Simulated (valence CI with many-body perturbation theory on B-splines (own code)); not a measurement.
Results of a calculation; reference values are marked as such.
Basis-set convergence for W⁵¹⁺

Level of theory: configuration interaction combined with many-body perturbation theory (CI+MBPT): five valence electrons over a frozen Dirac-Fock core [Ar], a basis of 7 s, 7 p, 8 d, 6 f, 4 g, 1 h functions for each j, with the one-electron correlation potential Σ1 (screened to all orders), the two-electron term Σ2, the three-electron term Σ3, Breit, model QED; selected single and double excitations, second order for the rest, scaled by the run's own slope (own B-spline code, finite nucleus).

No measured spectrum was set against this ion. As an estimate, large intervals hold to a few tenths of a per cent, small ones and those within an open d or f shell to about a per cent. Among the levels kept, up to 580 cm⁻¹ of a level comes from second order outside the variational space, and about a tenth of that is noise between levels of different J, which matters for small intervals. Only levels of the ground parity were solved; by the run's estimate the other parity begins above the list, which can be wrong where configurations are misplaced.

The reference run has the lowest level (3d3/2^4 3d5/2) J=5/2 and an ionisation energy of 4706.23 eV. Its largest variational space holds 19998 state functions.

Levels are named by their leading jj configuration (3d3/2^4 stands for four electrons in 3d with j = 3/2), which in mixed levels can hold well under half, so a name can repeat and another be missing. Letters in brackets count levels of one name in rising energy.

Changed runs:
A. basis 6 s, 6 p, 5 d, 5 f, 1 g
B. basis 5 s, 5 p, 4 d, 4 f

Excitation energies of the reference run in cm⁻¹, and shifts in cm⁻¹:

```
                      Level  Reference      A      B
(3d3/2^3 3d5/2^2) J=5/2 [a]     471105   -266   -567
(3d3/2^3 3d5/2^2) J=7/2 [a]     565206    -67   +235
   (3d3/2^3 3d5/2^2) J=11/2     575476   -6.0   +262
(3d3/2^3 3d5/2^2) J=3/2 [a]     580294   -100   +138
    (3d3/2^3 3d5/2^2) J=9/2     620460   +1.7   +629
(3d3/2^3 3d5/2^2) J=5/2 [b]     650591    +34   +886
    (3d3/2^3 3d5/2^2) J=1/2     679897    -39   +754
(3d3/2^3 3d5/2^2) J=7/2 [b]     686891    +92  +1029
(3d3/2^3 3d5/2^2) J=3/2 [b]     823983   +176  +1347
(3d3/2^2 3d5/2^3) J=5/2 [a]    1027990   -298   -506
(3d3/2^2 3d5/2^3) J=7/2 [a]    1097950   -221    +68
   (3d3/2^2 3d5/2^3) J=11/2    1101110   -143    +64
     Ionisation energy (eV)    4706.23  -0.11  -0.21
```
